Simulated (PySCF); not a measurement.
C3H6GeO, SMILES [O]1[GeH2][C](C)=C1.

The structure is a stationary point at PBE-D3(BJ)/def2-SVP. The structure was generated by enumeration, and PubChem lists no compound with its InChIKey, so it may never have been made.

The numbers are results of PySCF with TDDFT-PBE/def2-SVPD, not measurements.

Vertical excitations. The molecule is in vacuum. State labels are in the subgroup Cs.

```json
[
 {"state": "S1", "symmetry": "A\"", "energy (eV)": "3.60", "λ (nm)": "344", "f": "0.001", "main pairs": "HOMO→LUMO 100 %"},
 {"state": "S2", "symmetry": "A\"", "energy (eV)": "4.69", "λ (nm)": "265", "f": "0.000", "main pairs": "HOMO→LUMO+2 100 %"},
 {"state": "S3", "symmetry": "A'", "energy (eV)": "5.24", "λ (nm)": "237", "f": "0.056", "main pairs": "HOMO→LUMO+1 89 %"},
 {"state": "S4", "symmetry": "A\"", "energy (eV)": "5.43", "λ (nm)": "228", "f": "0.000", "main pairs": "HOMO→LUMO+3 100 %"},
 {"state": "S5", "symmetry": "A\"", "energy (eV)": "5.73", "λ (nm)": "216", "f": "0.002", "main pairs": "HOMO→LUMO+4 100 %"},
 {"state": "S6", "symmetry": "A'", "energy (eV)": "5.82", "λ (nm)": "213", "f": "0.014", "main pairs": "HOMO−1→LUMO 91 %"},
 {"state": "S7", "symmetry": "A\"", "energy (eV)": "6.29", "λ (nm)": "197", "f": "0.002", "main pairs": "HOMO→LUMO+5 100 %"},
 {"state": "S8", "symmetry": "A'", "energy (eV)": "6.37", "λ (nm)": "195", "f": "0.041", "main pairs": "HOMO−2→LUMO 86 %"},
 {"state": "S9", "symmetry": "A\"", "energy (eV)": "6.41", "λ (nm)": "194", "f": "0.001", "main pairs": "HOMO→LUMO+6 99 %"},
 {"state": "S10", "symmetry": "A\"", "energy (eV)": "6.63", "λ (nm)": "187", "f": "0.000", "main pairs": "HOMO−3→LUMO 94 %"},
 {"state": "T1", "symmetry": "A\"", "energy (eV)": "3.42", "λ (nm)": "363", "f": "0", "main pairs": "HOMO→LUMO 100 %"},
 {"state": "T2", "symmetry": "A'", "energy (eV)": "3.72", "λ (nm)": "333", "f": "0", "main pairs": "HOMO→LUMO+1 98 %"},
 {"state": "T3", "symmetry": "A\"", "energy (eV)": "4.59", "λ (nm)": "270", "f": "0", "main pairs": "HOMO→LUMO+2 100 %"},
 {"state": "T4", "symmetry": "A\"", "energy (eV)": "5.30", "λ (nm)": "234", "f": "0", "main pairs": "HOMO→LUMO+3 99 %"}
]
```
Triplets are in the Tamm–Dancoff approximation, which puts them higher than full response would, so one can lie above its singlet here.
